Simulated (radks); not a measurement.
Values are calculated unless marked as measured or tabulated.
Task: Neutral hydrogen, 1s1. Level of theory: non-relativistic Kohn-Sham, PBE, spin-polarised, spherical densities, point nucleus (a radial shooting solver on a logarithmic mesh with Libxc functionals). Every spin shell is full or empty, so the densities are truly spherical. Functionals are evaluated on that one density, not self-consistently. Rank these exchange functionals by their error against the exact value of the orbitals, and give that value: LDA, B88, revPBE, PW86, SOGGA, G96, revTPSS, MVS.

Result: Exact: -0.306825 hartree. From best to worst, with 100 (|E| - |E exact|)/|E exact| (equal figures are ties): G96 -0.09, PW86 +0.14, revPBE -0.18, revTPSS +0.20, MVS +0.25, B88 -0.48, SOGGA -6.21, LDA -14.03.
